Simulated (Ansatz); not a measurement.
`[CH3][Zn][CH]=S`. Total charge 0; spin multiplicity 1. The structure was optimised at the PBE0-D4/def2-TZVP level. It is one conformer, not always the lowest.

```xyz
8

C     0.611   -0.659    1.457
Zn   -0.180   -0.078   -0.208
C    -0.874    0.672   -1.864
S    -0.288    2.151   -2.180
H     1.437   -1.350    1.274
H    -0.126   -1.170    2.082
H     1.000    0.194    2.018
H    -1.579    0.241   -2.579
```

What is the dipole moment at B3LYP/def2-TZVPP? (An estimate is asked.)

Computed: 2.00 D, with components (-0.51, -1.80, 0.69) D in this frame, pointing from negative to positive charge.

And with PBE, r2SCAN, ωB97M-V? (Best estimate.)

The calculation gave: PBE 1.82 D, r2SCAN 1.99 D, ωB97M-V 2.07 D.

Give the Mulliken charges with B3LYP, r2SCAN, ωB97M-V in def2-TZVPP. (Best estimate.)

Computed: 
```csv
atom,B3LYP,r2SCAN,ωB97M-V
C1,-0.45,-0.37,-0.53
Zn2,0.31,0.30,0.36
C3,-0.08,-0.05,-0.15
S4,-0.19,-0.18,-0.16
H5,0.10,0.08,0.12
H6,0.10,0.07,0.12
H7,0.11,0.08,0.12
H8,0.11,0.07,0.12
```

B3LYP here is the variant with VWN-RPA as its local correlation; programs differ in this.
